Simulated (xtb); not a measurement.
Input for xtb: GFN2-xTB on CH2O (SMILES C=O).

```
$ xtb mol.xyz --gfn 2 --sp --chrg 0 --uhf 0
4

C     -0.00577212     0.00108188     0.00001631
O      1.17359931    -0.21414095    -0.00413586
H     -0.75239865    -0.81691841     0.00115277
H     -0.41532853     1.03007747     0.00296677
```

It printed:

```
[...]
           -------------------------------------------------
          |                Calculation Setup                |
           -------------------------------------------------



           -------------------------------------------------
          |                 G F N 2 - x T B                 |
           -------------------------------------------------

        Reference                      10.1021/acs.jctc.8b01176
      * Hamiltonian:
        H0-scaling (s, p, d)           1.850000    2.230000    2.230000
        zeta-weighting                 0.500000
      * Dispersion:
        s8                             2.700000
        a1                             0.520000
        a2                             5.000000
        s9                             5.000000
      * Repulsion:
        kExp                           1.500000    1.000000
        rExp                           1.000000
      * Coulomb:
        alpha                          2.000000
        third order                    shell-resolved
        anisotropic                    true
        a3                             3.000000
        a5                             4.000000
        cn-shift                       1.200000
        cn-exp                         4.000000
        max-rad                        5.000000


          ...................................................
          :                      SETUP                      :
          :.................................................:
          :  # basis functions                  10          :
          :  # atomic orbitals                  10          :
          :  # shells                            6          :
          :  # electrons                        12          :
          :  max. iterations                   250          :
          :  Hamiltonian                  GFN2-xTB          :
          :  restarted?                      false          :
          :  GBSA solvation                  false          :
          :  PC potential                    false          :
          :  electronic temp.          300.0000000     K    :
          :  accuracy                    1.0000000          :
          :  -> integral cutoff          0.2500000E+02      :
          :  -> integral neglect         0.1000000E-07      :
          :  -> SCF convergence          0.1000000E-05 Eh   :
          :  -> wf. convergence          0.1000000E-03 e    :
          :  Broyden damping             0.4000000          :
          :  net charge                          0          :
          :  unpaired electrons                  0          :
          ...................................................

 iter      E             dE          RMSdq      gap      omega  full diag
   1     -7.2185987 -0.721860E+01  0.740E+00    4.29       0.0  T
   2     -7.2398225 -0.212238E-01  0.362E+00    3.45       1.0  T
   3     -7.2404177 -0.595191E-03  0.257E+00    3.80       1.0  T
   4     -7.2444862 -0.406847E-02  0.197E-01    3.55       1.0  T
   5     -7.2445294 -0.432101E-04  0.949E-02    3.59       1.0  T
   6     -7.2445308 -0.142763E-05  0.624E-02    3.57       1.0  T
   7     -7.2445433 -0.124796E-04  0.314E-03    3.58      15.9  T
   8     -7.2445433  0.196590E-07  0.305E-03    3.58      16.4  T
   9     -7.2445433 -0.212453E-07  0.654E-05    3.58     764.5  T
  10     -7.2445433 -0.926548E-11  0.131E-05    3.58    3820.5  T

   *** convergence criteria satisfied after 10 iterations ***

         #    Occupation            Energy/Eh            Energy/eV
      -------------------------------------------------------------
         1        2.0000           -0.7375559             -20.0699
         2        2.0000           -0.6333213             -17.2335
         3        2.0000           -0.5845303             -15.9059
         4        2.0000           -0.5559334             -15.1277
         5        2.0000           -0.5426267             -14.7656
         6        2.0000           -0.4243828             -11.5480 (HOMO)
         7                         -0.2928329              -7.9684 (LUMO)
         8                          0.0733720               1.9966
         9                          0.2152060               5.8561
        10                          0.5565189              15.1436
      -------------------------------------------------------------
                  HL-Gap            0.1315499 Eh            3.5797 eV
             Fermi-level           -0.3586079 Eh           -9.7582 eV

 SCC (total)                   0 d,  0 h,  0 min,  0.002 sec
 SCC setup                      ...        0 min,  0.000 sec (  6.342%)
 Dispersion                     ...        0 min,  0.000 sec (  1.894%)
 classical contributions        ...        0 min,  0.000 sec (  0.864%)
 integral evaluation            ...        0 min,  0.000 sec (  8.853%)
 iterations                     ...        0 min,  0.001 sec ( 59.113%)
 molecular gradient             ...        0 min,  0.000 sec ( 16.312%)
 printout                       ...        0 min,  0.000 sec (  6.036%)

         :::::::::::::::::::::::::::::::::::::::::::::::::::::
         ::                     SUMMARY                     ::
         :::::::::::::::::::::::::::::::::::::::::::::::::::::
         :: total energy              -7.175500582375 Eh    ::
         :: gradient norm              0.015197703838 Eh/a0 ::
         :: HOMO-LUMO gap              3.579655262296 eV    ::
         ::.................................................::
         :: SCC energy                -7.244543276850 Eh    ::
         :: -> isotropic ES            0.016930728485 Eh    ::
         :: -> anisotropic ES          0.001224817259 Eh    ::
         :: -> anisotropic XC          0.002739162483 Eh    ::
         :: -> dispersion             -0.000685028685 Eh    ::
         :: repulsion energy           0.069042694474 Eh    ::
         :: add. restraining           0.000000000000 Eh    ::
         :: total charge               0.000000000000 e     ::
         :::::::::::::::::::::::::::::::::::::::::::::::::::::

           -------------------------------------------------
          |                Property Printout                |
           -------------------------------------------------

    * Orbital Energies and Occupations

         #    Occupation            Energy/Eh            Energy/eV
      -------------------------------------------------------------
         1        2.0000           -0.7375559             -20.0699
         2        2.0000           -0.6333213             -17.2335
         3        2.0000           -0.5845303             -15.9059
         4        2.0000           -0.5559334             -15.1277
         5        2.0000           -0.5426267             -14.7656
         6        2.0000           -0.4243828             -11.5480 (HOMO)
         7                         -0.2928329              -7.9684 (LUMO)
         8                          0.0733720               1.9966
         9                          0.2152060               5.8561
        10                          0.5565189              15.1436
      -------------------------------------------------------------
                  HL-Gap            0.1315499 Eh            3.5797 eV
             Fermi-level           -0.3586079 Eh           -9.7582 eV

     #   Z          covCN         q      C6AA      α(0)
     1   6 C        2.700     0.181    24.110     8.037
     2   8 O        0.856    -0.271    19.267     5.885
     3   1 H        0.922     0.045     2.383     2.414
     4   1 H        0.922     0.045     2.383     2.414

 Mol. C6AA /au·bohr⁶  :        152.234041
 Mol. C8AA /au·bohr⁸  :       3208.510602
 Mol. α(0) /au        :         18.749583


Wiberg/Mayer (AO) data.
largest (>0.10) Wiberg bond orders for each atom
Note: The following floating-point exceptions are signalling: IEEE_DENORMAL
normal termination of xtb

 ---------------------------------------------------------------------------
     #   Z sym  total        # sym  WBO       # sym  WBO       # sym  WBO
 ---------------------------------------------------------------------------
     1   6 C    3.902 --     2 O    2.015     4 H    0.944     3 H    0.944
     2   8 O    2.112 --     1 C    2.015
     3   1 H    0.998 --     1 C    0.944
     4   1 H    0.998 --     1 C    0.944
 ---------------------------------------------------------------------------

Topologies differ in total number of bonds
Writing topology from bond orders to xtbtopo.mol

molecular dipole:
                 x           y           z       tot (Debye)
 q only:       -0.703       0.128       0.002
   full:       -0.915       0.167       0.003       2.363
molecular quadrupole (traceless):
                xx          xy          yy          xz          yz          zz
 q only:       -1.331       0.410       0.841       0.007      -0.001       0.490
  q+dip:       -2.133       0.751       1.843       0.009       0.000       0.290
   full:       -2.541       0.703       1.182       0.014      -0.003       1.359


           -------------------------------------------------
          | TOTAL ENERGY               -7.175500582375 Eh   |
          | GRADIENT NORM               0.015197703838 Eh/α |
          | HOMO-LUMO GAP               3.579655262296 eV   |
           -------------------------------------------------

------------------------------------------------------------------------
------------------------------------------------------------------------
 total:
 SCF:
```

The run finished.

Cost: roughly 0.04 core-seconds.
